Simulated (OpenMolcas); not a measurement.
Cu2+: effect of the metal basis

Cu2+ with its 6 nearest oxide ions at 2.108 Å, on the Mg site of MgO (a = 4.2112 Å, distance in the model lattice 2.106 Å). The rest of the host is ab initio model potentials to 7.6 Å and point charges beyond; the distance is set by hand and nothing relaxes.

| Property | Result |
| --- | --- |
| Program | OpenMolcas 26.06 |
| Method | SS-CASPT2, IPEA 0.25 Eh, imaginary shift 0.1 Eh (closed shells correlated: 3s 3p and the ligand valence shells) |
| Spin-orbit coupling | RASSI with atomic mean-field integrals over the reference wave functions |

Fixed: ligand basis ANO-RCC-VDZP, active space 9 electrons in 5 orbitals (3d), DKH2 Hamiltonian.

States (labels of O, the rotations of Oh). Energies in cm-1 above the lowest state or level, χT in cm3 K/mol; 10Dq is the gap between the two states.

```
Run   Metal basis  Ground state  First state of that spin   10Dq  First gap with spin-orbit (degeneracies)  χT at 300 K                     Cost
  A  ANO-RCC-VDZP            2E                 2T2 10070  10073                               9360 (4, 2)        0.515  roughly 14 core-seconds
  B  ANO-RCC-VTZP            2E                  2T2 9750   9752                               9050 (4, 2)        0.520  roughly 19 core-seconds
```

Against A, |10Dq| changes by -3.2 % in B.

Costs are those of the CASPT2 steps.

Over all roots computed the reference weight is 0.71 in A, 0.71 in B; a low but even weight reflects the number of correlated electrons. An orbital doublet at a regular site is open to a Jahn-Teller distortion, which this geometry leaves out. A single d shell leaves out the double-shell effect, which counts most for late 3d ions, where the CASPT2 field can be off either way by tens of per cent. Ligand-to-metal charge-transfer states are missing. With one d shell and no ligand orbital active, 10Dq can be off by tens of per cent for divalent 3d ions, low with halides held by bare charges and at times high in hosts, and the orbital part of g and χT goes as 1/10Dq. Free-ion shares, where given, are those of the reference states; single-state CASPT2 does not remix them. No measured value stands beside these numbers; the geometry was set by hand and not optimised.
